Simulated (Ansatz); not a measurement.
def2 core potentials replace the inner electrons of Sn.

B3LYP has the VWN-RPA correlation part, as in Gaussian. 

# C4H12O3Sn, SMILES `C[C](C)([Sn]([OH])([OH])[OH])C` (charge 0, multiplicity 1)

Method: B3LYP-D3(BJ)/def2-TZVP // PBE0-D3(BJ)/def2-SVP run with Ansatz (a program for electronic structure).

```
Property                                                       Result
--------------------------------------  -----------------------------
HOMO                                                         -7.43 eV
dipole moment                                                  1.12 D
LUMO                                                         -1.27 eV
HOMO–LUMO gap                                                 6.16 eV
vertical ionisation energy (Delta-SCF)                        9.28 eV
total energy                                             -16325.76 eV
cost                                    around 3 core-minutes (rough)
```

```xyz
20

C     -1.7854     0.6134     0.0759
C     -0.6317    -0.3420    -0.2112
C     -0.7524    -1.6241     0.6062
C     -0.5124    -0.6403    -1.7023
Sn     1.1901     0.6438     0.3981
O      1.4106     2.4375    -0.4271
O      2.8224    -0.3802    -0.0856
O      1.2930     0.9333     2.3609
H     -2.7396     0.1468    -0.2299
H     -1.6841     1.5589    -0.4793
H     -1.8625     0.8521     1.1483
H     -1.6801    -2.1567     0.3277
H      0.0903    -2.3086     0.4216
H     -0.7977    -1.4197     1.6873
H     -1.4263    -1.1535    -2.0532
H     -0.4008     0.2802    -2.2965
H      0.3437    -1.2968    -1.9230
H      2.2701     2.5003    -0.8615
H      3.3784    -0.5064     0.6930
H      1.4746     1.8619     2.5508
```
Charge 0, spin multiplicity 1.
